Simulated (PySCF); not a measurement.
# Pr⁴⁺: fine-structure interval

Pr⁴⁺ [Xe] 4f1 [4f5/2^1, M_J = 5/2] → Pr⁴⁺ [Xe] 4f1 [4f7/2^1, M_J = 7/2], as a difference of total energies. Calculation: PySCF 2.14, in x2c-TZVPPall-2c (11s11p10d4f2g, 140 functions); the two-component X2C-1e Hamiltonian. Correlated levels: [Ar] 3d10 frozen; the 18 highest virtual spinors dropped. "Screened" scales the spin-orbit matrix elements by Boettger's factors to mimic the two-electron term; Breit and QED terms are absent.

```tsv
method	fine-structure interval (cm⁻¹)
GHF (screened spin-orbit)	3062.8
GMP2 (screened spin-orbit)	3142.9
GHF (bare spin-orbit)	6167.6
```
